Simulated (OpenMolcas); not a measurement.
# Yb3+ in Cs2NaYF6: curves along the breathing mode

Yb3+ with its 6 nearest fluoride ions, on the Y site of Cs2NaYF6 (a = 9.075 Å, distance in the model lattice 2.178 Å). The rest of the host is ab initio model potentials to 7.6 Å, with orthogonalisation functions on the cations behind the ligands, and point charges beyond; the distance is set by hand and nothing relaxes. Ligand basis ANO-RCC-VDZP.

```json
{
 "Program": "OpenMolcas 26.06",
 "Method": "SS-CASPT2, IPEA 0.25 Eh, imaginary shift 0.1 Eh (closed shells correlated: 5s 5p and the ligand valence shells)",
 "Basis": "ANO-RCC-VDZP [7s6p4d2f1g]",
 "Scalar Hamiltonian": "DKH2, point nucleus",
 "Active space": "13 electrons in 7 orbitals (4f)",
 "State averaging": "2S+1 = 2 odd, 7 roots",
 "Spin-orbit coupling": "RASSI with atomic mean-field integrals over the reference wave functions"
}
```

Spin-free energies (labels of O, the rotations of Oh) in cm-1 above the lowest fitted minimum, as all ligands move together:

```csv
R (Å),2T1,2T2,2A2
2.034,3600,4750,5340
2.082,690,1680,2200
2.13,30,850,1360
2.178,1250,2000,2430
2.226,4060,4720,5110
2.274,8230,8810,9170
2.322,13600,14130,14440
```

Cubic fits give the following; the wavenumber is harmonic, with the mass of all moving ligands, small differences in it between states hang on the degree of the fit, a number in brackets counts states of one label, and the table is a selection of at most 14 states with clean curves.

| State | R0 (Å) | Breathing mode (cm-1) | Minimum (cm-1) |
| --- | --- | --- | --- |
| 2T1 | 2.123 | 499 | 0 |
| 2T2 | 2.126 | 501 | 860 |
| 2A2 | 2.127 | 500 | 1350 |

For an f ion spin-orbit coupling outweighs the ligand field, so these spin-free curves are not those of observable levels.

Roots that are degenerate in the reference are averaged as groups; the widest CASPT2 spread within a group is 26 cm-1 (the 3-fold group of multiplicity 2 near 660 cm-1 above the lowest state of its run, R = 2.226). Shifts and gaps below about the spread of the groups concerned are not significant. Over all roots computed the reference weight is 0.71 in R = 2.034, 0.71 in R = 2.082, 0.71 in R = 2.13, 0.71 in R = 2.178, 0.71 in R = 2.226, 0.71 in R = 2.274, 0.71 in R = 2.322; a low but even weight reflects the number of correlated electrons. Splittings of an f shell from a small cluster at a set distance can be off by tens of per cent, mostly too small. No measured value stands beside these numbers.
